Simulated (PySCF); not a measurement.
## Ionisation energy of Lu⁶⁴⁺ by level of theory

Lu⁶⁴⁺ [He] 2s2 2p3 (4S) → Lu⁶⁵⁺ [He] 2s2 2p2 (3P), as a difference of total energies. All numbers are calculated (PySCF 2.14, the spin-free X2C one-electron Hamiltonian (Gaussian nucleus), in an even-tempered Gaussian basis (18 s from 43 bohr⁻², ratio 2.2; 13 p from 56 bohr⁻², ratio 2.2; 5 d from 210 bohr⁻², ratio 2.4; 5 f from 310 bohr⁻², ratio 2.4; 4 g from 470 bohr⁻², ratio 2.4)). Correlated levels: nothing frozen; virtual orbitals above 40 to 60 times the deepest correlated orbital energy dropped. The calculations carry no spin-orbit coupling.

```json
{"method": "UHF", "ionisation energy (eV)": "15644.8"}
{"method": "LDA", "ionisation energy (eV)": "15636.4"}
{"method": "PBE", "ionisation energy (eV)": "15638.7"}
{"method": "PBE0", "ionisation energy (eV)": "15640.5"}
{"method": "r2SCAN", "ionisation energy (eV)": "15645.3"}
{"method": "B97-3", "ionisation energy (eV)": "15639.5"}
{"method": "M06-L", "ionisation energy (eV)": "15644.5"}
{"method": "MP2 (all electrons)", "ionisation energy (eV)": "15644.9"}
{"method": "SCS-MP2 (all electrons)", "ionisation energy (eV)": "15644.4"}
```

Spin-orbit coupling is strong in these open shells (close to jj coupling). The scalar numbers leave it out and a first-order estimate fails, so it can dominate the gap to the real levels.

For this ion Breit and QED terms and the two-electron picture change, all absent here, outweigh the differences among the correlated methods.

For comparison: 15211 ± 24 eV (theoretical estimate listed by NIST; NIST Atomic Spectra Database, ionization energies).
